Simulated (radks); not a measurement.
Values are calculated unless marked as measured or tabulated.
Polarisability of the sulfur ion S5+, [Ne] 3s1, at imaginary frequency. Code: a radial shooting solver on a logarithmic mesh with Libxc functionals. Model: scalar-relativistic Kohn-Sham, LDA (Slater exchange, VWN5 correlation), spin-polarised, spherical densities, finite nucleus; open shells are filled with parallel spins first; Fermi nuclear charge, rms radius 3.2611 fm. Response by self-consistent Sternheimer equations with the Hartree and adiabatic LDA kernel, the relativistic mass of each level held fixed and spin-orbit coupling left out.

| w (hartree) | alpha1(iw) (bohr^3) | alpha2(iw) (bohr^5) |
|---|---|---|
| 0.00266 | 2.551 | 2.553 |
| 0.0143 | 2.549 | 2.552 |
| 0.0360 | 2.539 | 2.550 |
| 0.0697 | 2.506 | 2.543 |
| 0.118 | 2.426 | 2.526 |
| 0.186 | 2.263 | 2.488 |
| 0.280 | 1.982 | 2.410 |
| 0.413 | 1.580 | 2.263 |
| 0.605 | 1.121 | 2.009 |
| 0.892 | 0.7079 | 1.620 |
| 1.35 | 0.4097 | 1.132 |
| 2.12 | 0.2274 | 0.6568 |
| 3.59 | 0.1255 | 0.3057 |
| 6.94 | 0.06457 | 0.1074 |
| 17.5 | 0.02011 | 0.02258 |

Static values: alpha1 = 2.551 bohr^3 (0.3780 angstrom^3; uncoupled 3.030), alpha2 = 2.553 bohr^5, alpha3 = 4.930 bohr^7. C6 = 2.710, C8 = 18.88, triple-dipole C9 = 4.972 atomic units. One-pole (London) frequency 4 C6 / (3 alpha1^2) = 0.555 hartree, against 3.012 for minus the highest occupied eigenvalue.
